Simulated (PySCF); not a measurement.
Field gradients at the hydrogen positions

Species: C9H8O.
Geometry (GFN2-xTB, Å), atoms numbered from 1 in this order:
```
atom  x, y, z in Å
C1     3.9624   -0.5289    0.0998
C2     2.5397   -0.2812    0.0488
C3     1.3564   -0.0704    0.0022
C4    -0.0352    0.1862   -0.0543
C5    -0.5023    1.4473   -0.4217
C6    -1.8630    1.6856   -0.4728
C7    -2.7679    0.6873   -0.1646
C8    -2.3067   -0.5744    0.2019
O9    -3.2274   -1.5334    0.4989
C10   -0.9439   -0.8240    0.2568
H11    4.5086    0.4090    0.0002
H12    4.2536   -1.1952   -0.7127
H13    4.2282   -0.9947    1.0489
H14    0.2048    2.2265   -0.6629
H15   -2.2263    2.6622   -0.7565
H16   -3.8312    0.8611   -0.2015
H17   -2.7792   -2.3536    0.7368
H18   -0.5793   -1.8032    0.5409
```

Level: PBE0/pcSseg-1 (PySCF, non-relativistic); Q(2H) = 0.00286 b; rigid geometry, the same for H and D, with no vibrational averaging.

Question: Rank these positions by the coupling χzz of a deuteron there, largest first.
A. H18 (aromatic hydrogen)
B. H13 (methyl hydrogen)
C. H17 (phenol-type hydroxyl hydrogen)
D. H16 (aromatic hydrogen)

Answer: C (307 kHz), D (223 kHz), A (217 kHz), B (207 kHz).

Q: Tabulate Vzz, the asymmetry η and χzz = 234.96 MHz × Q × Vzz for every hydrogen position.

A: 
```tsv
atom	bonded to	bond length (Å)	Vzz (au)	η	χzz (kHz)
H11	C1	1.090	0.3082	0.02	207
H12	C1	1.090	0.3078	0.02	207
H13	C1	1.090	0.3080	0.02	207
H14	C5	1.080	0.3272	0.08	220
H15	C6	1.080	0.3269	0.06	220
H16	C7	1.078	0.3314	0.07	223
H17	O9	0.965	0.4562	0.13	307
H18	C10	1.083	0.3224	0.11	217
```

Q: Average by the element that carries the hydrogen.

A: on C: 214 kHz over 7 positions, mean bond length 1.084 Å; on O: 307 kHz over 1 position, mean bond length 0.965 Å.

Q: Give the 2H NMR doublet splittings at H15 for a magnetic field along the z, y and x axes of the gradient: 3χ/2, 3χ(1 + η)/4, 3χ(1 − η)/4.

A: With |χ| = 219.7 kHz and η = 0.058: 330, 174 and 155 kHz, to first order and without motion.

The structure is a single GFN2-xTB conformer in the gas phase; no vibrational or solvent corrections. GFN2-xTB bond lengths can be off by several hundredths of an ångström, more for odd bonds, and the gradients follow them. The basis is small and wasn't made for field gradients, so the couplings can be 20 % off.
